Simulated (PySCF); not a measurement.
Choosing a molecule for a target property.

Species are written as SMILES; each is one conformer at its optimised geometry, gas phase, non-relativistic unless stated. Electronic properties by PySCF.

The conformers computed, where there is a choice (atom-mapped SMILES and torsion angles):
- `[CH2:1]=[CH:2][C@H:3]1[CH2:4][Si@H:5]([CH2:6][CH2:7][CH3:8])[CH2:9]1`: C1–C2–C3–C4 125°, C4–Si5–C6–C7 72°, Si5–C6–C7–C8 -179°
- `[CH3:1][C:2]#[C:3][SiH2:4][CH2:5][C:6]([CH3:7])([CH3:8])[CH3:9]`: C3–Si4–C5–C6 180°, Si4–C5–C6–C7 -60°
- `[CH2:1]=[CH:2][C@@H:3]1[CH2:4][CH2:5][Si@@H:6]1[CH2:7][CH2:8][CH3:9]`: C1–C2–C3–C4 -136°, C5–Si6–C7–C8 76°, Si6–C7–C8–C9 180°
- `[CH3:1][CH2:2][C@@H:3]1[CH2:4][C@H:5]([CH:6]2[CH2:7][CH2:8]2)[SiH2:9]1`: C1–C2–C3–C4 -64°, C4–C5–C6–C7 157°

The conformers of `C=C1CCC[C@@H](C[SiH3])C1` and `C=C(C)[C@@]1(C)CCC[SiH2]1` aren't listed.

**Question.** Wanted: vertical ionisation energy below 8.7 eV (ΔSCF wB97X-D/def2-SVPD) and HOMO energy above -9 eV (wB97X-D/def2-SVPD), at PBE0-D3(BJ)/def2-SVP geometries. Which candidate meets both?
A. `C(C[Si@H]1CC[C@H]1C=C)C`
B. `CC#C[SiH2]CC(C)(C)C`
C. `C([SiH3])[C@H]1CC(=C)CCC1`
D. `C=C[C@H]1C[Si@H](CCC)C1`

**Answer.** A. Computed values:
| species | vertical ionisation energy | HOMO energy |
| --- | --- | --- |
| C(C[Si@H]1CC[C@H]1C=C)C | 8.50 eV | -8.45 eV |
| C([SiH3])[C@H]1CC(=C)CCC1 | 8.98 eV | -8.89 eV |
| C=C[C@H]1C[Si@H](CCC)C1 | 9.27 eV | -9.11 eV |
| CC#C[SiH2]CC(C)(C)C | 9.42 eV | -9.29 eV |

**Question.** Wanted: HOMO–LUMO gap above 10.8 eV (wB97X-D/def2-SVPD) and lowest triplet excitation (Tamm–Dancoff) below 4.7 eV (TDA wB97X-D/def2-SVPD), at PBE0-D3(BJ)/def2-SVP geometries. Which candidate meets both?
A. `[Si@H]1([C@@H](CC1)C=C)CCC`
B. `CC(=C)[C@@]1([SiH2]CCC1)C`
C. `CC[C@@H]1C[C@H](C2CC2)[SiH2]1`
D. `CC#C[SiH2]CC(C)(C)C`
E. `C=C[C@H]1C[Si@H](CCC)C1`

**Answer.** E. Computed values:
| species | HOMO–LUMO gap | lowest triplet excitation (Tamm–Dancoff) |
| --- | --- | --- |
| [Si@H]1([C@@H](CC1)C=C)CCC | 10.40 eV | 4.25 eV |
| CC(=C)[C@@]1([SiH2]CCC1)C | 10.63 eV | 4.38 eV |
| CC[C@@H]1C[C@H](C2CC2)[SiH2]1 | 11.00 eV | 6.38 eV |
| C=C[C@H]1C[Si@H](CCC)C1 | 11.16 eV | 4.50 eV |
| CC#C[SiH2]CC(C)(C)C | 11.28 eV | 5.00 eV |
